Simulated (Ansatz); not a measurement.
Mg₃Cl₄⁺. The state is a doublet with charge 1. Geometry PBE0-D4/def2-SVP; atoms count from 1.

Cartesian coordinates in Å:
```
Mg 0.7068 -2.0383 -0.2297
Mg 0.7833 3.5488 0.4220
Mg -1.3460 0.5754 0.0556
Cl 1.0192 0.4032 0.0610
Cl -1.7005 -1.6897 -0.2134
Cl -1.6228 2.8476 0.3157
Cl 2.1599 -3.6471 -0.4113
```

Another isomer (doublet) lies 0.33 eV lower at PBE0-D4/def2-TZVP; other spin states weren't run for this one.

(1) Estimate the Mulliken populations from the PBE0/def2-TZVP orbitals of Ansatz.

(2) Where does the spin sit?

(3) And the Mayer bond orders between heavy atoms (over 0.3)?

Answers

(1) 
```
atom  charge (e)  spin (α − β)
 Mg1        0.91          0.01
 Mg2        0.72          0.96
 Mg3        1.04          0.00
 Cl4       -0.50          0.00
 Cl5       -0.39          0.00
 Cl6       -0.40          0.03
 Cl7       -0.38          0.00
```
Mulliken values depend strongly on the basis.

(2) Summed by element: Mg 0.97, Cl 0.03, of 1 unpaired in all. Largest on single atoms: Mg2 0.96, Cl6 0.03, Mg1 0.01.

(3) Mg1–Cl4 0.35 (2.48 Å); Mg1–Cl5 0.42 (2.43 Å); Mg1–Cl7 1.09 (2.18 Å); Mg2–Cl6 0.39 (2.51 Å); Mg3–Cl4 0.41 (2.37 Å); Mg3–Cl5 0.61 (2.31 Å); Mg3–Cl6 0.63 (2.30 Å).
